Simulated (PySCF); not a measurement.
Cd(I)(NH2), H2CdIN, SMILES [Cd]([NH2])[I], B3LYP/def2-SVP optimised geometry.

```
5

Cd     0.10     0.13     0.00
I     -2.51     0.38     0.00
N      2.13     0.13     0.00
H      2.51    -0.33    -0.83
H      2.51    -0.38     0.80
```

Density from B3LYP/def2-TZVP, def2 effective core potentials past Kr run with PySCF at that geometry. The core electrons that the potentials of Cd, I replace are not part of the density.

Minimum of the electron density along straight lines between bonded atoms, close to the bond critical point (lines longer than 1.1 times the sum of covalent radii, or with two minima, are not listed):

```
bond    length / Å  ρ at the minimum / e bohr⁻³  ∇²ρ there / e bohr⁻⁵  position (fraction from the first atom)
------  ----------  ---------------------------  --------------------  ---------------------------------------
Cd1–I2       2.620                        0.066                  0.10                                     0.47
Cd1–N3       2.036                        0.111                  0.38                                     0.52
N3–H4        1.023                        0.327                 -1.46                                     0.73
N3–H5        1.023                        0.327                 -1.46                                     0.73
```
